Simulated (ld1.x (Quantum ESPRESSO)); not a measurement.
An all-electron radial function and its pseudo partner (arsenic (As))

Columns: radius, all-electron u(r) and pseudo u(r) of the 4s shell (level -14.94 eV) of arsenic in the configuration [Ar] 3d10 4s1.5 4p3.5; PBE, scalar-relativistic, RRKJ scheme, ld1.x (Quantum ESPRESSO) 7.5.

| r (bohr) | all-electron | pseudo |
| --- | --- | --- |
| 0.100 | -0.1822 | -0.0255 |
| 0.200 | -0.1267 | -0.0518 |
| 0.300 | 0.1830 | -0.0800 |
| 0.400 | 0.3610 | -0.1123 |
| 0.500 | 0.3588 | -0.1514 |
| 0.600 | 0.2374 | -0.2002 |
| 0.700 | 0.0612 | -0.2607 |
| 0.800 | -0.1261 | -0.3331 |
| 0.900 | -0.3002 | -0.4151 |
| 1.000 | -0.4493 | -0.5022 |
| 1.100 | -0.5695 | -0.5878 |
| 1.200 | -0.6611 | -0.6649 |
| 1.300 | -0.7268 | -0.7270 |
| 1.400 | -0.7699 | -0.7699 |
| 1.500 | -0.7939 | -0.7939 |
| 1.600 | -0.8021 | -0.8021 |
| 1.700 | -0.7977 | -0.7977 |
| 1.800 | -0.7831 | -0.7831 |
| 1.900 | -0.7607 | -0.7607 |
| 2.000 | -0.7325 | -0.7325 |
| 2.100 | -0.7002 | -0.7002 |
| 2.200 | -0.6651 | -0.6651 |
| 2.300 | -0.6285 | -0.6285 |
| 2.400 | -0.5911 | -0.5911 |
| 2.500 | -0.5537 | -0.5537 |
| 2.600 | -0.5168 | -0.5168 |

Problem. How many radial nodes do the two functions have?

Solution. The all-electron 4s function has n − l − 1 = 3 (the table is too coarse to show those close to the nucleus); the pseudo-wave has 0, since the states of the same l below it are removed with the core.

Problem. At about which radius was the pseudo-wave matched?

Solution. 1.35 bohr, where the columns begin to agree (steps of 0.10 bohr).

Problem. Is the pseudo-wave norm-conserving?

Solution. Yes: the RRKJ scheme keeps the norm inside the radius equal to the all-electron one, which fixes the energy derivative of the logarithmic derivative at the level.
